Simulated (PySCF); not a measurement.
# Calculated NMR parameters of FCc1ccc(O[SiH3])cc1

```
Formula                 : C7H9FOSi
SMILES                  : FCc1ccc(O[SiH3])cc1
InChI                   : InChI=1S/C7H9FOSi/c8-5-6-1-3-7(9-10)4-2-6/h1-4H,5H2,10H3
Degrees of unsaturation : 4
Carbon signals          : 5
Proton signals          : 4
```

Numbering as in the mapped SMILES `[F:1][CH2:2][c:3]1[cH:4][cH:5][c:6]([O:7][SiH3:8])[cH:9][cH:10]1`; H(Xn) means a hydrogen on atom n.

Level of theory: geometry from PBE0-D3(BJ)/def2-SVP, σ from GIAO-PBE0/pcSseg-1, in PySCF 2.14 (rapidly exchanging positions averaged, relativity neglected, one conformer, gas phase).

δ = σ(ref) − σ, references computed at the same level: 1H (σ = 31.27 ppm) and 13C (σ = 184.41 ppm) and 29Si (σ = 351.99 ppm) against TMS; 19F (σ = 177.25 ppm) against CFCl3; H2O for 17O (σ = 334.56 ppm).

| carbon | δC, type | δH (multiplicity) | HMBC from (2–3 bonds) | span of the C tensor (ppm) |
| --- | --- | --- | --- | --- |
| C2 | 84.1, CH2 | 5.58 (m) | H(C4)/H(C10) | 89 |
| C3 | 135.6, C | – | H(C4)/H(C10), H(C5)/H(C9), H(C2) | 211 |
| C4/C10 | 129.1, CH | 7.30 (m) | H(C4)/H(C10), H(C5)/H(C9), H(C2) | 225 |
| C5/C9 | 121.6, CH | 6.98 (d) | H(C4)/H(C10), H(C5)/H(C9) | 190 |
| C6 | 161.4, C | – | H(C4)/H(C10), H(C5)/H(C9), H(Si8) | 181 |

Other nuclei:
```json
{"atoms": "H(Si8)", "nucleus": "1H", "environment": "hydrogen on a silicon bonded to O", "δ (ppm)": "5.06", "σ (ppm)": "26.21"}
{"atoms": "F1", "nucleus": "19F", "environment": "fluorine on an sp3 carbon", "δ (ppm)": "-258.3", "σ (ppm)": "435.5"}
{"atoms": "Si8", "nucleus": "29Si", "environment": "silicon bonded to O, 3 H", "δ (ppm)": "-36.6", "σ (ppm)": "388.5"}
{"atoms": "O7", "nucleus": "17O", "environment": "oxygen bonded to C, Si", "δ (ppm)": "95.7", "σ (ppm)": "238.8"}
```

- Carbon types of the structure: 2 × C, 4 × CH, 1 × CH2, leaving 3 H on heteroatoms.
- δC 161.4: aromatic carbon bearing oxygen; the electronegative substituent deshields the carbon that carries it.
- δC 135.6: substituted aromatic carbon.
- δC 129.1, 121.6: aromatic CH.
- δC 84.1: sp3 CH2 bonded to F, on an aromatic ring; the inductive effect lowers its shielding.
- δH 7.30, 6.98: hydrogen on an aromatic CH.

Splittings by 19F in the carbon and heteronuclear signals aren't shown, as no couplings were computed. Shifts are as computed. Against solution values, carbons near 30 ppm lie about +2 ppm off and those near 130 ppm about +5 ppm. Of 1309 compounds with measured shifts, 239 miss one by over three times the rms of a fit or turn the order of signals round; such compounds aren't used in these exercises. Unscaled 19F shifts against computed CFCl3 carry errors that often reach 10 to 50 ppm. Experimental scales use liquid or dissolved standards, which lie at an offset from isolated H2O (liquid H2O: subtract about 36 ppm). Multiplicities follow the n + 1 count of equivalent neighbours, as no J values were calculated; m marks all less simple cases, F and P coupling included.
